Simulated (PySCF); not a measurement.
**Mayer bond orders and bond lengths**

Compound: C₇H₁₄OSi.
Numbering: `[CH2:1]=[C:2]([CH3:3])[C@@H:4]1[CH2:5][O:6][CH2:7][CH2:8][SiH2:9]1` (hydrogens: H10, H11 on C1; H12, H13, H14 on C3; H15 on C4; H16, H17 on C5; H18, H19 on C7; H20, H21 on C8; H22, H23 on Si9)

Cartesian coordinates in Å at the GFN2-xTB level; atoms count from 1:
```xyz
23
C7H14OSi angstrom
C     -1.648    0.298    1.337
C     -1.563    0.030    0.043
C     -2.666    0.371   -0.916
C     -0.365   -0.617   -0.592
C      0.401   -1.567    0.340
O      1.124   -0.962    1.386
C      2.264   -0.242    0.987
C      1.935    1.073    0.280
Si     0.854    0.712   -1.238
H     -0.861    0.045    2.024
H     -2.523    0.765    1.758
H     -3.129   -0.540   -1.296
H     -3.432    0.972   -0.433
H     -2.271    0.921   -1.769
H     -0.718   -1.227   -1.430
H      1.089   -2.178   -0.268
H     -0.302   -2.238    0.845
H      2.893   -0.870    0.335
H      2.813   -0.052    1.915
H      2.865    1.577    0.020
H      1.398    1.715    0.979
H      0.166    1.915   -1.709
H      1.670    0.127   -2.314
```

Bond orders from the PBE0/pcSseg-1 density (PySCF). Geometry: GFN2-xTB, one conformer, isolated molecule.

Q: Where do the orders between heavy atoms depart from those drawn in the SMILES?

A: The largest departure is 0.157, at Si9–C4 (drawn single, 0.843). Drawn single, order below 0.88: Si9–C4 (0.843).

Q: Set the Mayer orders of the bonds between heavy atoms beside their lengths.

A: 
| bond | drawn as | length (Å) | Mayer order |
| --- | --- | --- | --- |
| C1–C2 | double | 1.324 | 1.988 |
| C2–C3 | single | 1.500 | 1.059 |
| C2–C4 | single | 1.503 | 0.979 |
| C4–C5 | single | 1.536 | 1.027 |
| C5–O6 | single | 1.408 | 0.929 |
| O6–C7 | single | 1.406 | 0.929 |
| C7–C8 | single | 1.530 | 1.026 |
| C8–Si9 | single | 1.898 | 0.910 |
| Si9–C4 | single | 1.916 | 0.843 |

Bonds between the same two heavy elements. C–C: lowest C2–C4 (0.979, 1.503 Å), highest C1–C2 (1.988, 1.324 Å); in 2 of the 10 pairs the longer bond (by over 0.003 Å) has the higher order (by 0.02 or more). C–O: all 2 within 0.02 of one another (0.929 to 0.929). C–Si: lowest Si9–C4 (0.843, 1.916 Å), highest C8–Si9 (0.910, 1.898 Å).

Q: And the bonds to hydrogen?

A: C–H: 0.92 to 0.96 (12 bonds); H–Si: 0.95 to 0.96 (2 bonds).

Q: Sum the orders of all bonds at each heavy atom with more than one neighbour and set the sums beside the valence in the SMILES.

A: C1 3.847 (drawn 4), C2 4.026 (drawn 4), C3 3.917 (drawn 4), C4 3.784 (drawn 4), C5 3.847 (drawn 4), O6 1.858 (drawn 2), C7 3.853 (drawn 4), C8 3.817 (drawn 4), Si9 3.662 (drawn 4). Orders between atoms that aren't bonded are not in these sums.

Mayer orders depend on the basis set.

The run behind these numbers computed NMR shieldings as well. Hardware: one thread of an Arm Neoverse V2, no GPU, shared host with 96 logical CPUs at a one-minute load of 31. Cost: 40 s of wall time, 1.1 GiB resident at most.
